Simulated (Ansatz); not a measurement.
Reaction (redistribution): `[SiH3]CC=S` + `O[Si](F)([SiH3])S` → `[SiH3][SiH2]CC=S` + `O[SiH](F)S`

Program: Ansatz. Geometries: PBE0-D4/def2-TZVP. ΔE: electronic, gas phase. CCSD(T)/CBS is the MP2 limit (def2-TZVPP, def2-QZVPP) plus CCSD(T) − MP2 in def2-TZVPP, frozen cores. DFT in def2-TZVPP. B3LYP here is the variant with VWN-RPA as its local correlation; programs differ in this. Each species was taken in one conformer, which may not be the lowest.

```csv
level,ΔE (kcal/mol),difference from CCSD(T)/CBS
PBE-D4,-1.9,0.6
r2SCAN-D4,-2.3,0.2
PBE0-D4,-2.3,0.2
B3LYP-D4,-1.6,0.9
ωB97X-V,-2.0,0.5
ωB97M-V,-2.2,0.3
B2PLYP,-1.6,0.9
PBE,-1.5,1.0
B3LYP,-0.9,1.6
MP2/def2-TZVPP,-2.9,-0.4
SCS-MP2/def2-TZVPP,-2.4,0.1
CCSD/def2-TZVPP,-2.3,0.2
CCSD(T)/def2-TZVPP,-2.5,0.0
MP2/def2-QZVPP,-2.8,-0.3
HF/CBS(def2),-1.1,1.4
MP2/CBS(def2),-2.8,-0.3
CCSD(T)/CBS,-2.5,0
```

Largest T1 diagnostic among the species: 0.016.

In def2-TZVPP, CCSD(T) changes the Hartree–Fock value by −1.4 kcal/mol (the triples alone add −0.2 kcal/mol) and MP2 by −1.7 kcal/mol. The D4 term adds −0.7 kcal/mol with B3LYP and −0.4 kcal/mol with PBE0; it sums over pairs of atoms, weighted by their polarisabilities, and B3LYP, whose exchange is more repulsive, gets the larger term.
